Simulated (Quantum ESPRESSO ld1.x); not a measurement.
Values are calculated unless marked as measured or tabulated.
Species: the osmium ion Os4+. Configuration: [Kr] 4d10 4f14 5s1.75 5p6 5d4 6p0.25 (fractional occupations, a model configuration). Level of theory: Dirac Kohn-Sham, relativistic LDA (MacDonald-Vosko exchange, VWN5 correlation), spin-unpolarised, spherical densities, point nucleus; open shells fill j = l - 1/2 first (ld1.x of Quantum ESPRESSO 7.5). Some entries of the table are withheld. Estimate them.

orbital,occ.,eigenvalue (hartree),<r^2> (bohr^2)
1s1/2,2,-2693.71,0.0004371
2s1/2,2,-470.839,0.006633
2p1/2,2,(1),0.004717
2p3/2,4,(2),0.005909
3s1/2,2,-110.965,0.04318
3p1/2,2,-102.122,0.03948
3p3/2,4,-89.9966,0.04599
3d3/2,4,(3),0.03543
3d5/2,6,(4),0.03721
4s1/2,2,(5),0.2119
4p1/2,2,-21.0583,0.2173
4p3/2,4,-18.1999,0.2517
4d3/2,4,-12.0724,0.2703
4d5/2,6,-11.5401,0.2829
5s1/2,1.75,-5.07834,1.122
5p1/2,2,-3.90959,1.325
4f5/2,6,-3.74567,0.3719
4f7/2,8,-3.64207,0.3829
5p3/2,4,-3.44156,1.555
5d3/2,4,-1.85103,(6)
5d5/2,0,-1.79804,(7)
6p1/2,0.25,-1.23521,7.528
6p3/2,0,-1.15147,8.515

Answer. 
(1) 2p1/2 eigenvalue (hartree): -451.196
(2) 2p3/2 eigenvalue (hartree): -395.651
(3) 3d3/2 eigenvalue (hartree): -75.1142
(4) 3d5/2 eigenvalue (hartree): -72.4726
(5) 4s1/2 eigenvalue (hartree): -24.7783
(6) 5d3/2 <r^2> (bohr^2): 2.597
(7) 5d5/2 <r^2> (bohr^2): 2.727
